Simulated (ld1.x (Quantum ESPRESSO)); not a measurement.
Hg, PAW: configuration errors across variants

- Element: mercury
- Generator: ld1.x (Quantum ESPRESSO) 7.5
- Type: PAW
- Functional: LDA (PZ)
- Relativity: scalar-relativistic
- Frozen core: [Kr] 4d10 4f14
- Valence charge: 20
- Reference configuration: 5s2 5p6 5d10 6s1.5 6p0 (charge +0.5)
- Partial waves: 5s (bound): rcut 1.30, rcutus 1.65 bohr; 6s (bound): rcut 1.30, rcutus 1.65 bohr; 5p (bound): rcut 1.35, rcutus 1.50 bohr; 6p (bound, empty): rcut 1.35, rcutus 1.50 bohr; 5d (bound): rcut 1.50, rcutus 1.85 bohr; 5d channel at -0.75 Ry: rcut 1.50, rcutus 1.85 bohr
- Local potential: all-electron potential smoothed inside 1.45 bohr (lloc = -2)
- Core correction: a·sin(br)/r model core inside 1.05 bohr
- Augmentation charge: BESSEL, radius 1.05 bohr

All-electron excitation energies from the reference (eV): (1) 5s2 5p6 5d10 6s2 6p0 -4.526; (2) 5s2 5p6 5d10 6s1 6p0 6.522; (3) 5s2 5p6 5d10 6s0 6p0 25.918; (4) 5s2 5p6 5d10 6s0 6p2 8.274.

The overlap operator is not positive definite (basis up to 400 Ry) in “base”, “waves 5p (bound): rcut 1.30, rcutus 1.38 bohr; 6p (bound): rcut 1.30, rcutus 1.38 bohr”, “core correction a·sin(br)/r model core inside 1.84 bohr”, “wave 5d channel at -0.75 Ry: rcut 1.50, rcutus 1.85 bohr becomes 5d channel at -0.07 Ry: rcut 1.50, rcutus 1.85 bohr”, “local potential all-electron potential smoothed inside 0.66 bohr (lloc = -2)”, “waves 5d (bound): rcut 1.50, rcutus 1.74 bohr; 5d channel at -0.75 Ry: rcut 1.50, rcutus 1.74 bohr”. Such files are unfit for use, however small their errors in these radial tests.

5 further variants failed, have other tests or another functional or relativity, and are left out.

A true bound ghost makes a file unfit for plane-wave use even where its test errors are small: the radial tests pick states by their node count and pass the ghost by.

Errors AE − PS in meV (a dash: test not solved or not reliable):

```tsv
change	(1)	(2)	(3)	(4)	bound ghosts
base	+2.7	-0.7	+0.4	+29	not determined (overlap not positive)
waves 5p (bound): rcut 1.30, rcutus 1.38 bohr; 6p (bound): rcut 1.30, rcutus 1.38 bohr	+2.6	-0.9	-1.2	+17	not determined (overlap not positive)
core correction a·sin(br)/r model core inside 1.84 bohr	+2.4	-1.3	-3.4	+18	not determined (overlap not positive)
wave 5d channel at -0.75 Ry: rcut 1.50, rcutus 1.85 bohr becomes 5d channel at -0.07 Ry: rcut 1.50, rcutus 1.85 bohr	+2.6	-0.9	+1.3	+24	not determined (overlap not positive)
local potential all-electron potential smoothed inside 0.66 bohr (lloc = -2)	+1.6	-2.0	-7.1	-1.1	s (p not tested, overlap not positive)
local potential all-electron potential smoothed inside 1.75 bohr (lloc = -1)	+1.6	-2.3	-9.0	+0.8	none
waves 5d (bound): rcut 1.50, rcutus 1.74 bohr; 5d channel at -0.75 Ry: rcut 1.50, rcutus 1.74 bohr	+3.2	-0.4	+4.9	+22	not determined (overlap not positive)
```

(1) Give the same row for: waves 5s (bound): rcut 0.94, rcutus 1.00 bohr; 6s (bound): rcut 0.94, rcutus 1.00 bohr.

Results:

(1) +1.5, -2.3, -9.3, -1.6; bound ghosts: none.
